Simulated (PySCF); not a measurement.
## What settings do to a single point of [Nd(BH4)2]+

The sound run of [Nd(BH4)2]+ (singlet in the valence; each metal's 4f electrons, 3 of them, lie in its core potential, out of spins and levels) uses PySCF 2.14.0, RKS r2SCAN, Nd lcecp-1-SVP with ECP49, B def2-SVP, H def2-SVP; non-relativistic Hamiltonian with scalar-relativistic core potentials where named; density fitting; no spin-orbit coupling, grid (50, 194), threshold 1e-8 Eh and 55 cycles, at the relaxed geometry:

```xyz
11

Nd    0.0000    0.0000    0.0000
B     0.0000    0.0000    2.4998
H     0.0000    0.0000    3.6964
H     1.1497    0.0005    1.9672
H    -0.5753    0.9954    1.9672
H    -0.5744   -0.9959    1.9672
B     0.0000    0.0000   -2.4998
H     0.0000    0.0000   -3.6964
H     1.1497   -0.0005   -1.9672
H    -0.5753   -0.9954   -1.9672
H    -0.5744    0.9959   -1.9672
```

There Nd1 has a Mulliken charge of 1.15 e and the dipole about the centre of mass is 0.00 D. Each run below changes one thing and starts from free metal ions and neutral atoms unless it says otherwise; with 55 cycles, smearing, a level shift and second-order steps follow where DIIS fails, and their cycles count. Energy shifts count from the sound run. On f atoms grids over 110 angular points are at least (60, 302).

```tsv
change	outcome	cycles	energy shift (eV)	largest force component (eV/Å)	charge on Nd1 (e)	dipole about the centre of mass (D)
cycle limit 8	converged	8	0.0000	0.01	1.15	0.00
threshold 0.0001	converged	6	0.0000	0.01	1.15	0.00
H8 put 1.1 Å from Nd1, limit 95 cycles	converged	10	14.55	42.71	0.87	3.68
all coordinates × 1.12	converged	8	2.20	2.57	1.38	0.00
```

How does the run with this change end: grid (30, 86)?

outcome converged, cycles 8, energy shift (eV) -0.0049, largest force component (eV/Å) 0.05, charge on Nd1 (e) 1.15, dipole about the centre of mass (D) 0.00.

Unsound on purpose, so not properties of the compound: H8 put 1.1 Å from Nd1, limit 95 cycles.

Forces carry noise of the integration grid, about 0.01 to 0.03 eV/Å.

No frequency check is given that shows the relaxed geometry to be a minimum. An lcecp potential fixes the number of 4f electrons, so in runs with it no electron can move into or out of that shell.
